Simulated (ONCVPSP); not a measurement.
## Transferability test, ONCV potential for gold

* Element: gold (Au)
* Generator: ONCVPSP 4.0.1
* Type: optimised norm-conserving Vanderbilt (ONCV)
* Functional: PBE
* Relativity: scalar-relativistic
* Frozen core: [Kr] 4d10 4f14
* Valence charge: 19
* Reference configuration: 5s2 5p6 5d9 (charge +2)
* Partial waves: 5s: rc 1.25 bohr, ncon 4, nbas 8, qcut 7.6 1/bohr, 2 projectors, debl 0.5 Ha; 5p: rc 1.25 bohr, ncon 4, nbas 8, qcut 5.3 1/bohr, 1 projector; 5d: rc 1.35 bohr, ncon 4, nbas 9, qcut 8.3 1/bohr, 2 projectors, debl 2.9 Ha
* Local potential: polynomial inside 0.85 bohr (lpopt 2, dvloc0 2 Ha)
* Core correction: Teter function, fcfact 3.25, rcfact 1.15

In the s channel the program set the typed energies aside and used -4.778, 0.250 Ha.

Energies are relative to the spin-unpolarised reference configuration 5s2 5p6 5d9; without spin polarisation the order of configurations can differ from experiment.

Q: Give the all-electron excitation energy and the error of the potential for: 5s2 5p6 5d10 6s1; 5s2 5p6 5d10; 5s2 5p6 5d8; 5s2 5p6 5d10 6s0.5.

A:

```csv
valence configuration,charge,ΔE all-electron (eV),error AE − PS (meV)
5s2 5p6 5d10 6s1,0,-30.617,+7.8
5s2 5p6 5d10,+1,-21.208,+2.6
5s2 5p6 5d8,+3,33.877,-7.8
5s2 5p6 5d10 6s0.5,+0.5,-26.845,+5.8
```
